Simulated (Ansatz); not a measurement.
Reaction (formal exchange of groups at a Te–Ge bond): `[GeH3][TeH]` + `C=CCl` → `C=C(Cl)[TeH]` + GeH₄

Computed with Ansatz on PBE0-D4/def2-TZVP structures; ΔE is electronic, products minus reactants. CCSD(T)/CBS is the MP2 limit (def2-TZVPP, def2-QZVPP) plus CCSD(T) − MP2 in def2-TZVPP, frozen cores. This one scheme is used for every species. Functionals use def2-TZVPP. def2 core potentials past Kr. For Ge, Te outer-core shells are correlated without core-valence functions, which leaves a few kJ/mol of doubt a bond. Scalar relativity is left out up to krypton.

```csv
species,PBE energy (Eh)
`[GeH3][TeH]`,-2347.10739
`C=CCl`,-537.93815
`C=C(Cl)[TeH]`,-805.94770
GeH₄,-2079.05850
```

Question: Work out ΔE.

Answer: ΔE = (-805.94770) + (-2079.05850) − (-2347.10739) − (-537.93815) = 0.03934 Eh = +103.3 kJ/mol. CCSD(T)/CBS gives +99.7 kJ/mol.

Question: What do rigid-rotor, harmonic-oscillator terms from PBE0-D4/def2-TZVP frequencies (298.15 K, 1 bar) make of the CCSD(T)/CBS value? (An estimate is asked.)

Answer: The calculation gave: ΔZPE = -9.4 kJ/mol, ΔH = +90.8 kJ/mol, ΔS = -29 J/(mol·K), ΔG = +99.5 kJ/mol.

Largest T1 diagnostic among the species: 0.012.

From r2SCAN to r2SCAN0 (25 % exact exchange), in def2-TZVPP and without D4, ΔE moves by +6.8 kJ/mol. In def2-TZVPP, CCSD(T) changes the Hartree–Fock value by −24.8 kJ/mol (the triples alone add −4.7 kJ/mol) and MP2 by −26.8 kJ/mol.
